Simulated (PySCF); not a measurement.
Species: C5H2F3NS.
Structure used (PBE0-D3(BJ)/def2-SVP), in Å, numbered top down from 1:
```
atom  x, y, z in Å
F1    -3.4600   -0.1400    0.1813
C2    -2.2290    0.2925    0.0995
F3    -2.1640    1.5889    0.0153
C4    -1.1721   -0.5325    0.1010
F5    -1.4175   -1.8446    0.1910
C6     0.2328   -0.1764    0.0030
C7     1.2391   -1.1156   -0.0403
S8     2.7543   -0.3276   -0.1616
C9     1.9338    1.1954   -0.1444
N10    0.6443    1.1271   -0.0563
H11    1.1458   -2.1985   -0.0104
H12    2.4935    2.1316   -0.2035
```

All values: CAM-B3LYP/def2-SVPD (PySCF, non-relativistic), on one gas-phase PBE0-D3(BJ)/def2-SVP geometry that isn't relaxed in the solvent. The solvent is an IEF-PCM continuum (van der Waals radii × 1.2). Specific hydrogen bonds and non-electrostatic terms are outside this model.

Gas phase at CAM-B3LYP/def2-SVPD: HOMO -8.02 eV, LUMO -0.33 eV, dipole 2.62 D.

What does the continuum do to the energy, the frontier levels and the dipole at CAM-B3LYP/def2-SVPD in cyclohexane and chloroform?

```csv
solvent,ε,E(solvent) − E(gas) (kcal/mol),polarisation term (kcal/mol),distortion of the solute (kcal/mol),HOMO (eV),LUMO (eV),dipole (D)
cyclohexane,2.017,-1.77,-1.88,0.11,-7.97,-0.24,3.00
chloroform,4.711,-3.30,-3.71,0.41,-7.95,-0.19,3.33
```

The first energy column is the sum of the next two and covers electrostatics alone. From cyclohexane to chloroform the lowering changes by a factor 1.87, Onsager's factor (ε − 1)/(2ε + 1) by 1.76 and ε itself by 2.3.

Which radius a makes the point-dipole formula ΔE = −[(ε − 1)/(2ε + 1)]·μ²/a³ give the value in chloroform, with the gas-phase dipole?

μ = 1.032 au and |ΔE| = 0.00525 Eh give a = 2.20 Å; the farthest nucleus lies 3.47 Å from the centroid of the nuclei, so such a sphere wouldn't even hold the nuclei. The formula assumes a rigid point dipole at the centre of a sphere.

Give the dipole vector in the frame of the coordinates (D, pointing from negative to positive charge), gas and chloroform.

Gas (2.58, -0.44, -0.17), solvent (3.25, -0.70, -0.21). Its length changes by +27 % and its direction by 2°.

How does the static polarisability (CAM-B3LYP/def2-SVPD, frozen core, with the continuum's full static response) change?

```tsv
medium	isotropic (au)	principal values (au)	⟨r²⟩ of the electrons (bohr²)
gas	87.6	51.4, 83.6, 127.9	1784.4
cyclohexane	99.0	56.8, 94.6, 145.5	1783.9
chloroform	109.4	63.0, 104.8, 160.5	1783.5
```

The isotropic value in chloroform is 1.25 times the gas-phase one; no cavity-field correction is applied. ⟨r²⟩ is taken about the centre of nuclear charge.
